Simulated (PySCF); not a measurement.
## Static response to an electric field

Compound: C4H9ClSSi.
Atom-mapped SMILES: `[CH3:1]/[CH:2]=[C:3](/[Cl:4])[S:5][CH2:6][SiH3:7]` (hydrogens: H8, H9, H10 on C1; H11 on C2; H12, H13 on C6; H14, H15, H16 on Si7)

Structure used (GFN2-xTB), in Å, numbered top down from 1:
```xyz
16
C4H9ClSSi angstrom
C     -2.7644   -0.6038    0.7945
C     -1.9741   -0.4378   -0.4581
C     -0.7822    0.1506   -0.5145
Cl     0.0482    0.2986   -2.0267
S      0.0098    0.8479    0.9012
C      1.6905    1.2140    0.3129
Si     2.6421   -0.3179   -0.3360
H     -3.1743   -1.6105    0.8482
H     -2.1441   -0.4172    1.6673
H     -3.5979    0.0986    0.8086
H     -2.4180   -0.8100   -1.3700
H      2.1719    1.6265    1.1975
H      1.6114    2.0122   -0.4229
H      3.0883   -0.0371   -1.6982
H      1.7930   -1.5044   -0.2672
H      3.7923   -0.5008    0.5517
```

Level: B3LYP/def2-SVPD (PySCF), static field, nuclei fixed, core orbitals frozen in the response. The polarisability tensor in these axes (au):

```
x   142.74  11.65  -5.11
y    11.65  91.44   3.37
z    -5.11   3.37 105.90
```

Task: What are the eigenvalues, a third of the trace, and Δα (Δα² = ½Σ(αi − αj)² over the three pairs)?

Result: Principal values 87.84, 106.52 and 145.72 au; mean 113.36 au = 16.80 Å³ = 18.69 × 10⁻⁴⁰ C²·m²/J; Δα = 51.17 au (45 % of the mean).

Task: What is the dipole moment, and where does it point?

Result: (-0.20, 0.05, 0.32) D, 0.38 D in size, pointing from the negative to the positive side. Measured along this direction, the outermost atoms are H14 at the negative end and H10 and H9 at the positive end.

Task: Directions of the eigenvectors, and the extent of the frame along each?

Result: Largest value along (0.97, 0.20, -0.11), where the nuclei span 7.10 Å; middle along (0.05, 0.26, 0.96), 3.57 Å; least along (-0.22, 0.94, -0.24), 3.40 Å. The response follows the extents in order.

Task: In a dilute gas of rigid molecules at 273 K, how does the orientational term μ²/3kT compare with the electronic polarisability?

Result: In Gaussian units μ²/3kT = 1.28 Å³ against 16.80 Å³, a ratio of 0.08; the Debye molar polarisation (4π/3)N_A(α + μ²/3kT) is 45.6 cm³/mol, leaving out the vibrational part.

Task: What depolarisation ratio follows for Rayleigh scattering of linearly polarised light, taking the static tensor?

Result: ρ = 3Δα²/(45ᾱ² + 4Δα²) = 7855.6/(578272 + 10474.1) = 0.0133.

Isolated species at its GFN2-xTB geometry (one conformer only).
